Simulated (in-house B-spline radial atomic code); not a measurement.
A fraction x of an electron is removed from 5s in neutral niobium, starting from [Kr] 4d4 5s1 and keeping the highest spin. Level of theory: scalar-relativistic (X2C) revTPSS, spin-polarised, spherical fractional occupations, Fermi nucleus of rms radius 4.324 fm; calculated with an all-electron radial atomic-structure program (B-spline basis).

| x | E(x) - E(0) (eV) | 5s up level (eV) |
| --- | --- | --- |
| 0 | 0.0000 | -4.417 |
| 0.01 | 0.0444 | -4.467 |
| 0.17 | 0.8235 | -5.274 |
| 0.31 | 1.6118 | -5.989 |
| 0.47 | 2.6358 | -6.813 |
| 0.5 | 2.8426 | -6.969 |
| 0.56 | 3.2701 | -7.281 |
| 0.69 | 4.2606 | -7.959 |
| 0.85 | 5.6011 | -8.800 |
| 0.98 | 6.7898 | -9.489 |
| 1 | 6.9807 | - |

The exact functional would give a straight line between the two integer points. Deviations E(x) - E(0) - x[E(1) - E(0)], in eV: -0.025 at x = 0.01, -0.363 at x = 0.17, -0.552 at x = 0.31, -0.645 at x = 0.47, -0.648 at x = 0.5, -0.639 at x = 0.56, -0.556 at x = 0.69, -0.332 at x = 0.85, -0.051 at x = 0.98.

The curve lies below the straight line by up to 0.648 eV (at x = 0.5): convex, the delocalisation error that favours fractional charges.

(1) How well does Slater's transition state (minus the level at half occupation) give the ionisation energy?

## Answers

(1) It gives 6.969 eV against 6.981 eV from the two total energies; NIST lists 6.76 eV, ground level to ground level.
